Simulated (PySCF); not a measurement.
CaCl2, SMILES [Cl][Ca][Cl].

The structure is a stationary point at r2SCAN-D4/def2-TZVP. The isomer is the one that the SMILES or the coordinates give; other isomers of the formula were not compared.

Calculation: PySCF with TDA-PBE/def2-TZVPD.

Vertical excitations; the highest root listed may be one member of a degenerate set. Gas-phase values at a fixed geometry. State labels are in the subgroup D2h.

Computed UV-visible absorptions:
```tsv
state	symmetry	energy (eV)	λ (nm)	f	main pairs
S1	B3u	4.16	298	0.040	HOMO→LUMO (degenerate set)
S2	B2u	4.16	298	0.040	HOMO−1→LUMO (degenerate set)
S3	B1u	4.27	290	0.003	HOMO−2→LUMO 100 %
S4	B3g	4.28	290	0.000	HOMO−3→LUMO (degenerate set)
S5	B2g	4.28	290	0.000	HOMO−4→LUMO (degenerate set)
S6	Ag	5.13	242	0.000	HOMO−5→LUMO 99 %
S7	B2u	5.24	237	0.000	HOMO→LUMO+2, HOMO−1→LUMO+1 (degenerate set)
S8	B3u	5.24	237	0.000	HOMO−1→LUMO+2, HOMO→LUMO+1 (degenerate set)
S9	B2u	5.29	234	0.021	HOMO−1→LUMO+1, HOMO→LUMO+2 (degenerate set)
S10	B3u	5.29	234	0.021	HOMO→LUMO+1, HOMO−1→LUMO+2 (degenerate set)
T1	B3u	4.08	304	0	HOMO→LUMO (degenerate set)
T2	B2u	4.08	304	0	HOMO−1→LUMO (degenerate set)
T3	B1u	4.18	297	0	HOMO−2→LUMO 100 %
T4	B3g	4.23	293	0	HOMO−3→LUMO 100 %
```
Triplets are in the Tamm–Dancoff approximation.
